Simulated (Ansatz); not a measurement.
`OB(Br)Br` and `[OH][Ga]([Br])[Br]` differ in one element.

Ansatz, PBE0-D4/def2-TZVP geometries, multiplicity 1. Each molecule was computed in one conformer, which needn't be the lowest.

Scalar relativity is left out up to krypton.

| property | `OB(Br)Br` |
| --- | --- |
| size of the dipole moment (ωB97M-V/def2-TZVPP) / D | 1.78 |
| HOMO energy (ωB97M-V/def2-TZVPP) / eV | -10.54 |
| HOMO–LUMO gap (B3LYP/def2-TZVPP) / eV | 7.16 |
| HOMO–LUMO gap (ωB97M-V/def2-TZVPP) / eV | 11.92 |
| LUMO energy (PBE/def2-TZVPP) / eV | -1.65 |
| LUMO energy (PBE0/def2-TZVPP) / eV | -0.72 |

Problem. What does the change do to each property? (Best estimate.)

Solution. The calculation gave: 
```
                                          property  `[OH][Ga]([Br])[Br]`  shift
size of the dipole moment (ωB97M-V/def2-TZVPP) / D                  1.26  -0.52
             HOMO energy (ωB97M-V/def2-TZVPP) / eV                -10.93  -0.39
             HOMO–LUMO gap (B3LYP/def2-TZVPP) / eV                  6.36  -0.80
           HOMO–LUMO gap (ωB97M-V/def2-TZVPP) / eV                 11.06  -0.86
                 LUMO energy (PBE/def2-TZVPP) / eV                 -2.66  -1.01
                LUMO energy (PBE0/def2-TZVPP) / eV                 -1.76  -1.04
```

With PBE0 the HOMO falls by 0.39 eV and the LUMO falls by 1.04 eV, so the gap narrows by about 0.65 eV. PBE moves the HOMO by -0.39 eV and ωB97M-V by -0.39 eV. Dipoles are sizes alone; their direction can turn.

B3LYP here is the variant with VWN-RPA as its local correlation; programs differ in this.

Spin–orbit coupling is left out; it splits and shifts lone-pair levels of the heavy atoms by tenths of an eV.
